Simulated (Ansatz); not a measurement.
Species: C3H12OSi2, net charge 0, singlet state. SMILES: [SiH3]CCCO[SiH3]
Geometry from a B3LYP-D3(BJ)/def2-TZVP (Ansatz, a first-principles code) optimisation:
```
C
H 1 1.0954
H 1 1.0974 2 107.51
O 1 1.4242 2 109.67 3 -119.25
C 1 1.5182 2 109.99 3 120.25
H 5 1.0936 1 108.40 2 55.52
H 5 1.0944 6 106.82 1 115.80
C 5 1.5342 6 109.60 7 119.50
H 8 1.0927 5 109.40 6 58.11
H 8 1.0939 9 106.27 5 117.95
Si 4 1.6457 1 123.49 2 71.32
H 11 1.4763 4 106.43 1 175.39
H 11 1.4845 12 110.56 4 120.17
H 11 1.4854 12 110.07 13 119.28
Si 8 1.8836 9 107.94 10 115.00
H 15 1.4829 8 111.90 9 54.82
H 15 1.4830 16 108.18 3 167.52
H 15 1.4856 16 107.90 17 117.33
```
Charge 0, spin multiplicity 1.

Quantity: atomisation energy (electronic, to ground-state atoms), in kcal/mol. Cores are frozen in the correlated levels unless marked. Open shells are spin-unrestricted. No spin-orbit coupling. No relativistic terms. The coupled-cluster limit lacks core correlation, which all-electron functionals hold. CBS marks a two-point X^-3 extrapolation of the correlation energy; Hartree-Fock from the larger set.

```
level                            program  atomisation energy (kcal/mol)
------------------------  --------------  -----------------------------
HF/aug-cc-pV(T+d)Z                Ansatz                         1163.5
BLYP-D3(BJ)/def2-TZVPD    Ansatz + dftd3                         1529.7
BLYP/def2-TZVPD                   Ansatz                         1508.8
revPBE/def2-TZVPD                 Ansatz                         1491.8
r2SCAN-D3(BJ)/def2-TZVPD  Ansatz + dftd3                         1542.1
r2SCAN-D4/def2-TZVPD      Ansatz + dftd4                         1541.7
PBE0/def2-SVP                     Ansatz                         1533.0
```

Problem. What does CCSD(T)/CBS(cc-pV(T+d)Z,cc-pV(Q+d)Z) (Ansatz) give?

Solution. 1545.2 kcal/mol, so PBE0/def2-SVP differs from it by -12.2 kcal/mol.
